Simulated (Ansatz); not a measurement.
Relaxation of C2H5B2NO (11 atoms, charge 0, multiplicity 1), to a largest force component of 0.015 eV/Å in at most 40 steps.

All numbers below come from Ansatz, RKS revPBE-D4/STO-3G.

```xyz
11
Properties=species:S:1:pos:R:3:forces:R:3
C 2.750 -0.004 -0.097 -1.88 -0.58 -0.11
C 1.595 -0.447 -0.129 -0.68 -0.64 -0.24
B 0.161 -1.059 -0.167 3.83 -0.44 0.60
B -1.074 -0.110 0.139 -5.30 -0.04 0.54
N -1.007 1.357 0.435 -1.21 -0.88 2.83
O -2.474 -0.716 0.117 4.23 1.11 2.47
H 3.697 0.470 -0.087 1.36 0.56 0.09
H 0.102 -2.193 -0.394 -0.09 -0.78 -0.44
H -0.384 1.471 1.330 -0.05 0.06 -1.45
H -0.512 1.809 -0.329 1.22 1.36 -1.41
H -2.789 -0.634 -0.798 -1.43 0.26 -2.88
```

Where does it end, and by what steps?

The run converged. The force dipped under the threshold on the way, but the program's further checks kept it going. Limits of this set-up: minimal basis. After 18 steps the energy has fallen by 3.102 eV; H10 moved furthest, 1.25 Å.

```
step  energy less start (eV)  largest force component (eV/Å)  accepted
   0                  0.0000                           5.303       yes
   1                 -0.8742                           2.269       yes
   2                 -1.3571                           2.535       yes
   3                 -1.8038                           2.570       yes
   4                 -2.2407                           2.014       yes
   5                 -2.5416                           1.212       yes
   6                 -2.7755                           0.772       yes
   7                 -2.9183                           1.204       yes
   8                 -3.0572                           0.351       yes
   9                 -3.0120                           1.176        no
  10                 -3.0883                           0.339       yes
  11                 -3.0998                           0.058       yes
  12                 -3.0986                           0.133        no
  13                 -3.1007                           0.023       yes
  14                 -3.1017                           0.048       yes
  15                 -3.1016                           0.084        no
  16                 -3.1019                           0.013       yes
  17                 -3.1021                           0.009       yes
  18                 -3.1021                           0.011       yes
```

```xyz
11
Properties=species:S:1:pos:R:3
C 2.787 -0.037 0.142
C 1.696 -0.589 -0.003
B 0.317 -1.192 -0.170
B -1.039 -0.206 -0.086
N -0.865 1.190 0.147
O -2.304 -0.784 -0.246
H 3.766 0.423 0.268
H 0.253 -2.363 -0.354
H 0.084 1.614 0.264
H -1.627 1.910 0.221
H -3.003 -0.024 -0.163
```

Run time: 40 s on 1 thread of Arm Neoverse V2 (shared host), peak memory 0.14 GiB.
